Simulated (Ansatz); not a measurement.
Cost and result for the atomization energy of `N=[C]([SeH])[InH2]` (8 atoms, 7 bonds).

```xyz
8

N     1.6007   -0.0437   -0.2062
C     0.4208   -0.2416    0.2023
Se    0.1154   -1.4797    1.6317
In   -1.3759    0.7341   -0.5995
H     1.6304    0.6353   -0.9677
H     1.5316   -1.8435    1.8126
H    -0.9709    1.8247   -1.8742
H    -2.9520    0.4144    0.0012
```

The species carries charge 0 and has multiplicity 1. Correlated methods include outer-core shells of In, Se, which these sets cover unevenly. Scalar relativity is left out up to krypton. In: def2 effective core potential. The geometry is a stationary point of PBE0-D4/def2-TZVP. It is one conformer, not always the lowest. Program: Ansatz. All runs use 4 threads of an Intel Xeon Platinum 8488C on a shared host. Times are those of one run each, without the atoms' runs, and a repeat can differ threefold. Electronic energies, without spin–orbit coupling; frozen cores. CCSD(T)/CBS adds CCSD(T) − MP2 in def2-TZVPP to the MP2 limit, and its time is that of the two runs behind it. T1 = 0.014. With those shells the extrapolation isn't a true limit. B3LYP takes the VWN-RPA correlation (the form of Gaussian; ORCA's B3LYP/G). HSE06 is the plane-wave form, built on full-range PBE exchange.

CCSD(T)/CBS is a level of theory with its own doubt, some kJ/mol a heavy atom from the limit and from the frozen cores, so smaller differences don't rank the functionals.

```json
{"level": "revPBE-D4/def2-TZVPP", "functions": "216", "wall time": "1.3 s", "atomization (kcal/mol)": "544.6", "difference from CCSD(T)/CBS": "-0.7", "per bond": "-0.1"}
{"level": "BHLYP-D4/def2-TZVPP", "functions": "216", "wall time": "1.9 s", "atomization (kcal/mol)": "518.4", "difference from CCSD(T)/CBS": "-26.9", "per bond": "-3.8"}
{"level": "HSE06-D4/def2-TZVPP", "functions": "216", "wall time": "2 s", "atomization (kcal/mol)": "544.3", "difference from CCSD(T)/CBS": "-1.0", "per bond": "-0.1"}
{"level": "r2SCANh-D4/def2-TZVPP", "functions": "216", "wall time": "2.6 s", "atomization (kcal/mol)": "538.6", "difference from CCSD(T)/CBS": "-6.7", "per bond": "-1.0"}
{"level": "B3LYP-D4/def2-TZVPP (with forces)", "functions": "216", "wall time": "3 s", "atomization (kcal/mol)": "543.0", "difference from CCSD(T)/CBS": "-2.3", "per bond": "-0.3"}
{"level": "PBE-QIDH/def2-TZVPP", "functions": "216", "wall time": "4.3 s", "atomization (kcal/mol)": "535.0", "difference from CCSD(T)/CBS": "-10.3", "per bond": "-1.5"}
{"level": "B2PLYP/def2-TZVPP", "functions": "216", "wall time": "4.7 s", "atomization (kcal/mol)": "534.1", "difference from CCSD(T)/CBS": "-11.2", "per bond": "-1.6"}
{"level": "B97M-V/def2-TZVPP", "functions": "216", "wall time": "4.9 s", "atomization (kcal/mol)": "547.6", "difference from CCSD(T)/CBS": "2.3", "per bond": "0.3"}
{"level": "CCSD(T)/def2-SVP", "functions": "106", "wall time": "5.5 s", "atomization (kcal/mol)": "501.1", "difference from CCSD(T)/CBS": "-44.2", "per bond": "-6.3"}
{"level": "ωB97M-V/def2-TZVPP (with forces)", "functions": "216", "wall time": "7.5 s", "atomization (kcal/mol)": "544.6", "difference from CCSD(T)/CBS": "-0.7", "per bond": "-0.1"}
{"level": "MP2/def2-QZVPP", "functions": "405", "wall time": "16 s", "atomization (kcal/mol)": "542.5", "difference from CCSD(T)/CBS": "-2.8", "per bond": "-0.4"}
{"level": "CCSD(T)/def2-TZVPP", "functions": "216", "wall time": "76 s", "atomization (kcal/mol)": "527.4", "difference from CCSD(T)/CBS": "-17.9", "per bond": "-2.5"}
{"level": "CCSD(T)/CBS(def2)", "functions": "–", "wall time": "91 s", "atomization (kcal/mol)": "545.3", "difference from CCSD(T)/CBS": "0.0", "per bond": "0.0"}
```

From PBE to PBE0 (25 % exact exchange), in def2-TZVPP and without D4, the atomization energy moves by −17.4 kcal/mol: exact exchange takes away binding that semilocal exchange gives to molecules. Leaving LDA and LC-ωPBE aside and taking each functional with its dispersion term where it has one, the values, not all of them listed here, spread over 43.6 kcal/mol, from BHLYP-D4 to PBE-D4. LDA lies +88.1 kcal/mol from PBE without D4, its usual overbinding. At CCSD(T), def2-SVP lies −44.1 kcal/mol from the extrapolated value and def2-TZVPP −17.8 kcal/mol: correlation converges slowly with the basis, and small sets miss more of it in the bonded molecule than in its fragments.

Spin–orbit coupling would lower the free In atoms strongly, and the atomization energy with them, by more than many differences here. For some Ge, Se and Sn compounds the MP2-based and the directly extrapolated limit differ by 10 to 25 kJ/mol.
